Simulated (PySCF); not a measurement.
**TDDFT excited states: C6H13BO**

Compound: C6H13BO.
Numbering: `[CH3:1][O:2][CH2:3][B:4]1[CH2:5][CH2:6][CH2:7][CH2:8]1` (hydrogens: H9, H10, H11 on C1; H12, H13 on C3; H14, H15 on C5; H16, H17 on C6; H18, H19 on C7; H20, H21 on C8)

Geometry (PBE0-D3(BJ)/def2-SVP, Å), atoms numbered from 1 in this order:
```
atom  x, y, z in Å
C1     3.3637    1.2383   -0.2162
O2     1.9783    1.1324   -0.2301
C3     1.5080   -0.1450    0.0944
B4    -0.0542   -0.2334    0.1274
C5    -0.8997   -1.5443    0.3584
C6    -2.3111   -1.0221    0.6681
C7    -2.4417    0.2747   -0.1380
C8    -1.0693    0.9527   -0.0285
H9     3.6322    2.2705   -0.4841
H10    3.8435    0.5517   -0.9442
H11    3.7901    1.0139    0.7836
H12    1.9006   -0.9148   -0.6106
H13    1.8882   -0.4759    1.0904
H14   -0.9008   -2.0403   -0.6364
H15   -0.5095   -2.2942    1.0643
H16   -3.1125   -1.7457    0.4480
H17   -2.3854   -0.7905    1.7458
H18   -2.6437    0.0274   -1.1955
H19   -3.2810    0.9031    0.2009
H20   -0.9816    1.4936    0.9390
H21   -0.8316    1.7034   -0.7970
```

Computed with TDDFT CAM-B3LYP/def2-SVPD, vertical, gas phase, core orbitals frozen in the response (PySCF 2.14.0, density-fitted response routines).

Problem. Predict the UV-vis stick spectrum at this level.

Solution. 

| state | λ (nm) | E (eV) | f | main configurations (H = HOMO, L = LUMO) |
| --- | --- | --- | --- | --- |
| S1 | 201.1 | 6.16 | 0.0003 | H-1→L (84%) |
| S2 | 190.7 | 6.50 | 0.0016 | H-2→L (71%), H→L (12%) |
| S3 | 187.6 | 6.61 | 0.020 | H→L (82%), H-2→L (10%) |
| S4 | 179.7 | 6.90 | 0.024 | H→L+1 (72%), H→L+2 (17%) |
| S5 | 161.2 | 7.69 | 0.023 | H-1→L+1 (81%) |
| S6 | 157.7 | 7.86 | 0.018 | H-3→L (40%), H-2→L+1 (25%), H→L+2 (14%) |
| S7 | 157.2 | 7.89 | 0.015 | H-3→L (43%), H→L+2 (26%), H→L+3 (9%) |
| S8 | 156.6 | 7.92 | 0.0063 | H-2→L+1 (53%), H→L+2 (15%) |
| S9 | 153.0 | 8.10 | 0.024 | H→L+4 (34%), H→L+3 (25%), H→L+6 (13%) |
| S10 | 152.7 | 8.12 | 0.0051 | H-4→L (67%), H-6→L (13%) |

Triplets (Tamm–Dancoff): T1 5.62 eV, H-1→L (81%); T2 6.03 eV, H-2→L (77%); T3 6.37 eV, H→L (90%); T4 6.74 eV, H→L+1 (65%), H→L+2 (19%).

The lowest singlet lies at 6.16 eV (201 nm, ultraviolet) and is dark (f under 0.0005); its leading configuration is HOMO-1→LUMO (84%). The largest oscillator strength of a single state is 0.024. Löwdin shares by element: HOMO oxygen 59%, carbon 20% or more, hydrogen 5% or more (atoms not listed hold the other 16%); LUMO boron 40%, carbon 33% or more (atoms not listed hold the other 27%). The listed states span 1.95 eV, and the widest gap between neighbours is 0.79 eV (S4 to S5). Weighted by f, the mean energy of these states is 7.52 eV. Orbital energies (eV): HOMO-3 -10.26, HOMO-2 -9.81, HOMO-1 -9.54, HOMO -8.86, LUMO 0.86, LUMO+1 0.92, LUMO+2 1.65. All these states lie below the vertical ionisation energy of 9.75 eV (ΔSCF). Singlets were solved by full linear response, triplets in the Tamm–Dancoff approximation.

One conformer stands for the species.

Without π bonds the low states are Rydberg-like; a valence basis with one diffuse set may place them up to an eV too high.
